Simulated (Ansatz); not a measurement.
Reaction (ligand exchange at a B–C bond): `CB(N)C=[Se]` + H₂S → `CB(N)S` + `C=[Se]`

Isolated molecules relaxed with PBE0-D4/def2-TZVP in Ansatz; ΔE leaves out vibrations. CCSD(T)/CBS is the MP2 limit (def2-TZVPP, def2-QZVPP) plus CCSD(T) − MP2 in def2-TZVPP, frozen cores. This one scheme is used for every species. Functionals use def2-TZVPP. B3LYP here is the variant with VWN-RPA as its local correlation; programs differ in this. For Se outer-core shells are correlated without core-valence functions, which leaves a few kJ/mol of doubt a bond. Scalar relativity is left out up to krypton. One conformer a species, not always the lowest.

`CB(N)C=[Se]`:

Z-matrix (Å, degrees):
```
C
B 1 1.566
H 1 1.093 2 113.5
H 1 1.094 2 110.7 3 122.0
H 1 1.094 2 110.5 3 -121.7
N 2 1.396 1 121.6 3 1.3
C 2 1.575 1 122.9 3 -178.7
H 6 1.007 2 123.4 1 179.9
H 6 1.006 2 123.0 1 -0.3
Se 7 1.757 2 125.3 1 2.0
H 7 1.093 2 118.6 1 -178.3
```

H₂S:

```xyz
3

S    -0.181    0.522   -0.281
H    -0.085   -0.758   -0.670
H     0.266    0.237    0.951
```

`CB(N)S`:

Cartesian coordinates in Å:
```
C 0.897 -0.753 0.765
B -0.102 0.219 0.039
N -0.666 -0.101 -1.199
S -0.491 1.789 0.892
H 1.859 -0.265 0.947
H 1.089 -1.664 0.192
H 0.512 -1.050 1.745
H -1.309 0.485 -1.701
H -0.452 -0.964 -1.668
H -1.338 2.304 -0.014
```

`C=[Se]`:

Cartesian coordinates in Å:
```
C -0.040 -0.097 0.105
Se 0.424 1.040 -1.128
H -0.865 -0.791 -0.036
H 0.481 -0.152 1.059
```

```json
{"level": "PBE0-D4", "ΔE (eV)": "-0.44"}
{"level": "B2PLYP", "ΔE (eV)": "-0.44"}
{"level": "B3LYP", "ΔE (eV)": "-0.44"}
{"level": "HF/def2-TZVPP", "ΔE (eV)": "-0.50"}
{"level": "CCSD/def2-TZVPP", "ΔE (eV)": "-0.43"}
{"level": "HF/def2-QZVPP", "ΔE (eV)": "-0.49"}
{"level": "MP2/def2-QZVPP", "ΔE (eV)": "-0.42"}
{"level": "MP2/CBS(def2)", "ΔE (eV)": "-0.43"}
```

**Question.** What does CCSD(T)/CBS give? (Best estimate.)

**Answer.** Computed: -0.42 eV. The listed levels differ from it by -0.02, -0.02, -0.02, -0.08, -0.01, -0.07, 0.00, -0.01 eV.

Largest T1 diagnostic among the species: 0.015.

In def2-TZVPP, CCSD(T) changes the Hartree–Fock value by +0.08 eV (the triples alone add +0.01 eV) and MP2 by +0.07 eV. The D4 term adds +0.03 eV with B3LYP and +0.02 eV with PBE0; it sums over pairs of atoms, weighted by their polarisabilities, and B3LYP, whose exchange is more repulsive, gets the larger term.
